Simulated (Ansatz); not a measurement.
```yaml
crystal:
  periodic: [false, false, false]
  atoms:
    - {symbol: N, position_ang: [-1.505754, 0.686837, -0.034138]}
    - {symbol: Si, position_ang: [0.128489, 0.226631, 0.113416]}
    - {symbol: N, position_ang: [0.121690, -1.125459, 1.138308]}
    - {symbol: N, position_ang: [1.115160, -0.213752, -1.204459]}
    - {symbol: Br, position_ang: [1.103759, 2.116433, 0.843724]}
    - {symbol: H, position_ang: [-1.753923, 1.633031, -0.267291]}
    - {symbol: H, position_ang: [-2.199258, 0.022395, -0.337161]}
    - {symbol: H, position_ang: [0.972079, -1.641462, 1.292154]}
    - {symbol: H, position_ang: [-0.483929, -1.141481, 1.942085]}
    - {symbol: h, position_ang: [0.923066, -1.050842, -1.730412]}
    - {symbol: H, position_ang: [1.578632, 0.487659, -1.756227]}
basis:
  gaussian: {orbitals: 6-31G}
magnetization: {spin_polarized: true, initial_magnetization: 2}
hamiltonian: {xc: {name: r2SCAN0}}
output: {forces: true}
```

```sh
$ ansatz run in.yaml --threads 4 --pin off --events-out ev --progress --plain --max-ram 11315MiB
```

Shortened log:

```
Error: YAML parse error: error: line 13 column 16: `h` is not an element symbol (H … Og, case-exact)
11 |     - {symbol: H, position_ang: [0.972079, -1.641462, 1.292154]}
12 |     - {symbol: H, position_ang: [-0.483929, -1.141481, 1.942085]}
13 |     - {symbol: h, position_ang: [0.923066, -1.050842, -1.730412]}
14 |     - {symbol: H, position_ang: [1.578632, 0.487659, -1.756227]}
15 | basis:
```

(1) Something in this input is off. What?

Answers

(1) An element symbol is wrong. The program refused the input.
